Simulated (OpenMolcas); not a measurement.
**Ag2+: effect of the metal basis**

Ag2+ with its 6 nearest oxide ions at 2.245 Å, on the Mg site of MgO (a = 4.2112 Å, distance in the model lattice 2.106 Å). The rest of the host is ab initio model potentials to 7.6 Å and point charges beyond; the distance is set by hand and nothing relaxes.

| Property | Result |
| --- | --- |
| Program | OpenMolcas 26.06 |
| Method | SS-CASPT2, IPEA 0.25 Eh, imaginary shift 0.1 Eh (closed shells correlated: 4s 4p and the ligand valence shells) |
| Spin-orbit coupling | state interaction with AMFI integrals over the reference wave functions |

Fixed: ligand basis ANO-RCC-VDZP, active space 9 electrons in 5 orbitals (4d), DKH2 Hamiltonian.

States (labels of O, the rotations of Oh). Energies in cm-1 above the lowest state or level, χT in cm3 K/mol; 10Dq is the gap between the two states.

```csv
Run,Metal basis,Ground state,First state of that spin,10Dq,First gap with spin-orbit (degeneracies),χT at 300 K,Cost
A,ANO-RCC-VDZP,2E,2T2 21090,21094,"19660 (4, 2)",0.455,roughly 17 core-seconds
B,ANO-RCC-VTZP,2E,2T2 20370,20370,"18940 (4, 2)",0.463,roughly 30 core-seconds
```

Against A, |10Dq| changes by -3.4 % in B.

Costs are those of the CASPT2 steps.

Roots that are degenerate in the reference are averaged as groups; the widest CASPT2 spread within a group is 240 cm-1 (the 3-fold group of multiplicity 2 near 20400 cm-1 above the lowest state of its run, B). Shifts and gaps below about the spread of the groups concerned are not significant. Over all roots computed the reference weight is 0.70 to 0.71 in A, 0.69 to 0.70 in B; a low but even weight reflects the number of correlated electrons. An orbital doublet at a regular site is open to a Jahn-Teller distortion, which this geometry leaves out. Ligand-to-metal charge-transfer states are missing. With one d shell and no ligand orbital active, 10Dq can be off by a tenth or more. The least metal-like active orbital is 73 % on the metal (Löwdin) and no ligand orbital is active, so the numbers are rough (holds for A). The least metal-like active orbital is 78 % on the metal (Löwdin) and no ligand orbital is active, so the numbers are rough (holds for B). No measured value stands beside these numbers; the geometry was set by hand and not optimised.
